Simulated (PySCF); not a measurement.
**[PbH3]+ at several levels of theory**

Computed with PySCF 2.14.0 (density fitting, no spin-orbit coupling) at the geometry relaxed with PBE0:

```xyz
4
[PbH3]+ (singlet)
Pb    0.4701    0.0000    0.0000
H    -0.3988    0.0000    1.5080
H    -0.3988    0.0000   -1.5080
H     2.2109    0.0000    0.0000
```

```json
{"level": "PBE0", "basis": "Pb def2-SVP with ECP60, H def2-SVP", "state": "singlet", "HOMO (eV)": "-15.69", "gap (eV)": "6.58", "charge on Pb1 (e)": "0.74", "dipole about the centre of mass (D)": "0.00", "largest force component (eV/Å)": "0.01"}
{"level": "BP86", "basis": "the same", "state": "singlet", "HOMO (eV)": "-14.63", "gap (eV)": "4.57", "charge on Pb1 (e)": "0.75", "dipole about the centre of mass (D)": "0.00", "largest force component (eV/Å)": "0.28"}
{"level": "r2SCAN", "basis": "the same", "state": "singlet", "HOMO (eV)": "-14.81", "gap (eV)": "5.15", "charge on Pb1 (e)": "0.78", "dipole about the centre of mass (D)": "0.00", "largest force component (eV/Å)": "0.06"}
{"level": "TPSS", "basis": "the same", "state": "singlet", "HOMO (eV)": "-14.71", "gap (eV)": "4.90", "charge on Pb1 (e)": "0.78", "dipole about the centre of mass (D)": "0.00", "largest force component (eV/Å)": "0.18"}
{"level": "PBE0", "basis": "Pb def2-TZVP with ECP60, H def2-TZVP", "state": "singlet", "HOMO (eV)": "-15.68", "gap (eV)": "6.57", "charge on Pb1 (e)": "0.63", "dipole about the centre of mass (D)": "0.00", "largest force component (eV/Å)": "0.11"}
{"level": "PBE0", "basis": "Pb x2c-SVPall, H x2c-SVPall", "state": "singlet", "HOMO (eV)": "-15.72", "gap (eV)": "6.57", "charge on Pb1 (e)": "0.77", "dipole about the centre of mass (D)": "0.00", "largest force component (eV/Å)": "0.11"}
```

Charges are Mulliken's, which hang on the basis. The relaxation used the grid (50, 194), these runs (75, 302) or, all-electron (x2c bases, spin-free X2C Hamiltonian), (99, 590).

Task: What does CAM-B3LYP with Pb def2-SVP with ECP60, H def2-SVP give here?

Result: state singlet, HOMO (eV) -17.02, gap (eV) 8.82, charge on Pb1 (e) 0.75, dipole about the centre of mass (D) 0.00, largest force component (eV/Å) 0.07. Time: 0.9 s on 2 threads of Arm Neoverse V1 (shared host), from an already converged density.

In the first row's basis the gap widens with exact exchange: 4.6 to 5.2 eV for BP86, TPSS, r2SCAN (none); 6.6 eV for PBE0 (a fixed share); 8.8 eV for CAM-B3LYP (rising or full at long range).
